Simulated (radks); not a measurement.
Values are calculated unless marked as measured or tabulated.
Species: Os IV. Configuration: [Xe] 4f14 5d5 (the NIST ground configuration). Level of theory: Dirac Kohn-Sham, exchange-only PBE, spin-unpolarised, spherical densities, finite nucleus; open shells fill j = l - 1/2 first; Fermi nuclear charge, rms radius 5.4126 fm (a radial shooting solver on a logarithmic mesh with Libxc functionals).

Unscreened Slater integrals over Kohn-Sham orbitals (cm^-1). Large and small components are both included.

F0(5d5/2,5d5/2): 120240
F2(5d5/2,5d5/2): 62603
F4(5d5/2,5d5/2): 41411
F0(5d5/2,5d3/2): 121980
F2(5d5/2,5d3/2): 63466
G2(5d5/2,5d3/2): 63399
G4(5d5/2,5d3/2): 41952
F0(5d5/2,5p3/2): 137260
F2(5d5/2,5p3/2): 67765
G1(5d5/2,5p3/2): 81446
G3(5d5/2,5p3/2): 50322
F0(5d5/2,4f7/2): 155440
F2(5d5/2,4f7/2): 35813
F4(5d5/2,4f7/2): 16684
G1(5d5/2,4f7/2): 12548
G3(5d5/2,4f7/2): 11409
G5(5d5/2,4f7/2): 9015.7
F0(5d3/2,5d3/2): 123810
F2(5d3/2,5d3/2): 64464
F0(5d3/2,5p3/2): 140010
F2(5d3/2,5p3/2): 70064
G1(5d3/2,5p3/2): 85563
G3(5d3/2,5p3/2): 52862
F0(5d3/2,4f7/2): 159630
F2(5d3/2,4f7/2): 37939
G3(5d3/2,4f7/2): 12368
G5(5d3/2,4f7/2): 9741.8
F0(5p3/2,5p3/2): 165810
F2(5p3/2,5p3/2): 89423
F0(5p3/2,4f7/2): 204100
F2(5p3/2,4f7/2): 63286
G2(5p3/2,4f7/2): 25513
G4(5p3/2,4f7/2): 21142
F0(4f7/2,4f7/2): 359890
F2(4f7/2,4f7/2): 176030
F4(4f7/2,4f7/2): 111490
F6(4f7/2,4f7/2): 80519
